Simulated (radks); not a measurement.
The dysprosium ion Dy+, configuration [Kr] 4d10 4f11 5s1 5p6 6s1 (not the ground configuration). Method: Dirac Kohn-Sham, PBE, spin-unpolarised, spherical densities, finite nucleus; open shells are shared between the two j in proportion to 2j + 1; Fermi nuclear charge, rms radius 5.2218 fm; computed with a radial shooting solver on a logarithmic mesh with Libxc functionals. Some entries of the table are withheld. Estimate them.

orbital     occ.  eigenvalue (Ry)  r(max) (bohr)
1s1/2          2        -3939.259        0.01337
2s1/2          2        -655.9255            (1)
2p1/2          2        -623.9042            (2)
2p3/2          4        -565.0841            (3)
3s1/2          2              (4)         0.2156
3p1/2          2        -132.2085         0.2030
3p3/2          4        -119.9906         0.2157
3d3/2          4        -95.94513         0.1708
3d5/2          6        -93.27639         0.1744
4s1/2          2        -29.15464         0.4947
4p1/2          2        -23.64043         0.4979
4p3/2          4        -20.92145         0.5250
4d3/2          4        -11.84295         0.5305
4d5/2          6        -11.35225         0.5393
5s1/2          1              (5)          1.164
5p1/2          2              (6)          1.273
5p3/2          4              (7)          1.357
6s1/2          1         -0.65718          3.226
4f5/2    4.71429         -0.63694         0.5408
4f7/2    6.28571         -0.57546         0.5464

Answer. 
(1) 2s1/2 r(max) (bohr): 0.07621
(2) 2p1/2 r(max) (bohr): 0.05740
(3) 2p3/2 r(max) (bohr): 0.06342
(4) 3s1/2 eigenvalue (Ry): -146.1901
(5) 5s1/2 eigenvalue (Ry): -4.06493
(6) 5p1/2 eigenvalue (Ry): -2.59248
(7) 5p3/2 eigenvalue (Ry): -2.25205
